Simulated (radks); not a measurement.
The numbers below are computed, except where a source is named.
Problem. Mg4+, 8 electrons, occupied as [He] 2s2 2p3.5 3s0.5 (fractional occupations, a model configuration). Code: a radial shooting solver on a logarithmic mesh with Libxc functionals. Model: Dirac Kohn-Sham, LDA (Slater exchange, VWN5 correlation), spin-unpolarised, spherical densities, point nucleus; open shells fill j = l - 1/2 first. Some entries of the table are withheld. Estimate them.

orbital,occ.,eigenvalue (eV),<r> (bohr)
1s1/2,2,-1366.424,(1)
2s1/2,2,(2),(3)
2p1/2,2,(4),(5)
2p3/2,1.5,(6),(7)
3s1/2,0.5,-49.3224,1.849

Solution. 
(1) 1s1/2 <r> (bohr): 0.1309
(2) 2s1/2 eigenvalue (eV): -168.6782
(3) 2s1/2 <r> (bohr): 0.6421
(4) 2p1/2 eigenvalue (eV): -138.3361
(5) 2p1/2 <r> (bohr): 0.5917
(6) 2p3/2 eigenvalue (eV): -137.9602
(7) 2p3/2 <r> (bohr): 0.5933
